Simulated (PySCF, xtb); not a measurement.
methylhydroxycarbene (C2H4O), SMILES [C](O)C (connectivity only; charge and spin as stated), neutral, multiplicity 1.

GFN2-xTB (xtb) at its own geometry gives an orbital gap of 2.69 eV and a dipole moment of 3.54 D.

Geometry optimised at r2SCAN-D4/def2-TZVP. A frequency run showed that this geometry is not a minimum. The values are those of a single conformer.

Problem. What does PBE/def2-TZVPD (PySCF) give? (Estimate from the structure and the level; the computed values follow.)

Solution. gap 2.39 eV (levels -4.93 and -2.54 eV), dipole 3.23 D.
